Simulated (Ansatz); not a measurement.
Reaction (hydrogenolysis of the Sb–C bond): `C[CH2][Sb]([SiH3])[CH](C)C` + H₂ → `C[CH2][SbH][SiH3]` + `CCC`

Program: Ansatz. Geometries: PBE0-D4/def2-TZVP. ΔE: electronic, gas phase. CBS: MP2 limit from def2 TZ/QZ plus the TZ coupled-cluster correction, frozen cores. This one scheme is used for every species. DFT in def2-TZVPP. HSE06 is defined as in plane-wave codes. Elements past krypton have def2 core potentials. For Sb outer-core shells are correlated without core-valence functions, which leaves a few kJ/mol of doubt a bond. One conformer a species, not always the lowest.

```csv
level,ΔE (kJ/mol),difference from CCSD(T)/CBS
LDA (SPW92),-46.8,-9.7
revPBE-D4,-33.5,3.6
BLYP-D4,-38.8,-1.7
B97M-V,-59.8,-22.7
HSE06-D4,-49.3,-12.2
ωB97M-V,-49.0,-11.9
B2PLYP,-58.1,-21.0
PBE-QIDH,-51.6,-14.5
PBE,-59.5,-22.4
r2SCAN0,-59.2,-22.1
LC-ωPBE,-67.0,-29.9
RPA@PBE/def2-TZVPP,-42.0,-4.9
CCSD(T)/def2-SVP,-58.4,-21.3
SCS-MP2/def2-TZVPP,-40.6,-3.5
HF/def2-QZVPP,-95.6,-58.5
MP2/CBS(def2),-22.9,14.2
CCSD(T)/CBS,-37.1,0
```

Largest T1 diagnostic among the species: 0.012.

From r2SCAN to r2SCAN0 (25 % exact exchange), in def2-TZVPP and without D4, ΔE moves by −6.1 kJ/mol. At CCSD(T), def2-SVP lies −21.3 kJ/mol from the extrapolated value and def2-TZVPP −5.3 kJ/mol.

CCSD(T)/CBS has its own doubt, a few kJ/mol and more with outer-core shells, so smaller differences from it don't rank the levels.
